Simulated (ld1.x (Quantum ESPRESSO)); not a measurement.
**Transferability test, TM potential for Al (Z = 13)**

Al (Z = 13), norm-conserving Troullier–Martins (Kleinman–Bylander form), made with ld1.x (Quantum ESPRESSO) 7.5 (PBE, scalar-relativistic). Core [Ne], reference 3s2 3p1. Waves: 3s (bound): rc 1.65 bohr; 3p (bound): rc 1.75 bohr. Local part: the p channel. Core correction: Bessel-smoothed model core inside 1.00 bohr.

Energies are relative to the spin-unpolarised reference configuration 3s2 3p1; without spin polarisation the order of configurations can differ from experiment.

| valence configuration | charge | ΔE all-electron (eV) | error AE − PS (meV) |
| --- | --- | --- | --- |
| 3s2 3p0 | +1 | 5.761 | +0.7 |
| 3s1 3p0 | +2 | 24.987 | +3.7 |
| 3s2 3p0.5 | +0.5 | 2.086 | +0.2 |
| 3s1 3p2 | 0 | 5.139 | -0.6 |
| 3s1 3p1 | +1 | 11.571 | +2.6 |
| 3s0 3p3 | 0 | 10.451 | -1.1 |
| 3s2 3p1.3 | -0.3 | -0.575 | +0.1 |

Levels in the configuration 3s2 3p0.5:

```json
{"level": "3s", "all-electron (eV)": "-11.094", "pseudo (eV)": "-11.092"}
{"level": "3p", "all-electron (eV)": "-5.701", "pseudo (eV)": "-5.700"}
```
